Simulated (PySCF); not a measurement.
Ti(F)3, SMILES [F][Ti]([F])[F] (F3Ti), doublet, PBE0/def2-SVP optimised geometry. Atoms within 1.6 Å of the plane z = 0.8 Å (x, y, z in Å): Ti1 (-0.44, 0.00, 0.00), F2 (-1.32, 1.52, 0.00), F3 (1.32, 0.00, 0.00), F4 (-1.32, -1.52, 0.00).

Calculation: unrestricted PBE0/def2-TZVP in PySCF.

Map of the electrostatic potential (hartree/e), clipped to [-0.08, 0.12] on the plane z = 0.8 Å:

```
|....................::::.......|
|..................::::::.......|
|.......    .......::::::.......|
|......       ....:::::::.......|
|.....        ...::::::::.......|
|....         ..::::::::........|
|....         ..::::::::........|
|....     .::.::----:::.........|
|....    .=*+=-====--::.........|
|.....  .-#@@#**#*+=-::.........|
|........=%@@@@@@@#+-:..........|
|......::=#@@@@@@@@*=:.     ....|
|::::::-=*@@@@@@@@@%+-.      ...|
|:::::-=+%@@@@@@@@@@#+-.     ...|
|::::--=*@@@@@@@@@@@@@+:     ...|
|::::--+#@@@@@@@@@@@@@#:      ..|
|::::--=*@@@@@@@@@@@@@+:     ...|
|:::::-=+%@@@@@@@@@@#+-.     ...|
|::::::-=*@@@@@@@@@%+-.      ...|
|......::=#@@@@@@@@*=:.     ....|
|........=%@@@@@@@#+-:..........|
|.....  .-#@@#**#*+=-::.........|
|....    .=*+=-====--::.........|
|....     .::.::----:::.........|
|....         ..::::::::........|
|....         ..::::::::........|
|.....        ...::::::::.......|
|......       ....:::::::.......|
|.......    .......::::::.......|
|..................::::::.......|
|...................:::::.......|
```
Scale: ten equal steps from -0.030 (start of ' ') to 0.120 (end of '@'), in the order ' .:-=+*#%@'; x runs from -4.00 to 4.00, y from -4.00 (bottom) to 4.00 (top).
